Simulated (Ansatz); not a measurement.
`C=C([SeH])CO` + `F[SiH]1CO1` → `F[Si]1([SeH])CO1` + `C=CCO`  (formal exchange of groups at the Se–C bond)

Computed with Ansatz on PBE0-D4/def2-TZVP structures; ΔE is electronic, products minus reactants. CCSD(T)/CBS is the MP2 limit (def2-TZVPP, def2-QZVPP) plus CCSD(T) − MP2 in def2-TZVPP, frozen cores. DFT in def2-TZVPP. For Se outer-core shells are correlated without core-valence functions, which leaves a few kJ/mol of doubt a bond. Scalar relativity is left out up to krypton. Each species was taken in one conformer, which may not be the lowest.

```
        level  ΔE (kJ/mol)
      PBE0-D4       -105.6
       B2PLYP       -102.9
       r2SCAN       -106.2
HF/def2-QZVPP       -109.8
```

Problem. What does CCSD(T)/CBS give? (An estimate is asked.)

Solution. Ansatz gave: -103.3 kJ/mol. The listed levels differ from it by -2.3, 0.4, -2.9, -6.5 kJ/mol.

Largest T1 diagnostic among the species: 0.013.

In def2-TZVPP, CCSD(T) changes the Hartree–Fock value by +10.9 kJ/mol (the triples alone add +1.5 kJ/mol) and MP2 by +13.0 kJ/mol.
